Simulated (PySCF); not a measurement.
Structure from 2D NMR

Compound of formula C$_{6}$H$_{8}$OSi. Correlations simulated from computed shifts and the bond graph:

HSQC (one-bond C–H):
```csv
δH,δC
3.80,54.0
2.18,5.7
1.04,69.4
```

COSY cross peaks (H two or three bonds apart, from the bond graph; peaks can be absent where the dihedral angle is near 90°):
```csv
δH,δH
4.87,2.18
```

HMBC (two and three bonds, from the bond graph):
```csv
δH,δC
4.87,"77.1, 54.0, 5.7"
2.18,"77.1, 71.8"
1.04,"74.7, 71.8"
```

Carbons without hydrogens: δ 77.1, 74.7, 71.8.

Calculated, not measured (PySCF 2.14): GIAO PBE0/pcSseg-1 shieldings, GFN2-xTB geometry. Relativity neglected, one computed conformer, gas phase, rapidly exchanging positions averaged.

Shifts are taken against calculated references (same method and geometry level): TMS for 1H, 13C.

Exchangeable hydrogens are left out of these lists.

Which molecule is this?

Results:

SMILES C#CC#CC[SiH2]OC.

Structure with atom numbers: `[CH:1]#[C:2][C:3]#[C:4][CH2:5][SiH2:6][O:7][CH3:8]`; H(Xn) means a hydrogen on atom n.

- δC 77.1 is C4, an alkyne carbon.
- δC 74.7 is C2, an alkyne carbon.
- δC 71.8 is C3, an alkyne carbon.
- δC 69.4 is C1, a terminal alkyne carbon (δH 1.04).
- δC 54.0 is C8, a methyl carbon bonded to O (δH 3.80).
- δC 5.7 is C5, a propargylic sp3 CH2 bonded to Si (δH 2.18).
- HMBC from δH 4.87 reaches the proton-free carbon C4.
- HMBC from δH 2.18 reaches the proton-free carbons C4, C3.
- HMBC from δH 1.04 reaches the proton-free carbons C2, C3.
- COSY links 4.87–2.18.

This is the structure that produced the data.

Shifts are as computed. Against solution values, carbons near 30 ppm lie about +3 ppm off and those near 130 ppm about +5 ppm. Of 1211 compounds with measured shifts, 218 miss one by over three times the rms of a fit or turn the order of signals round; such compounds aren't used in these exercises.
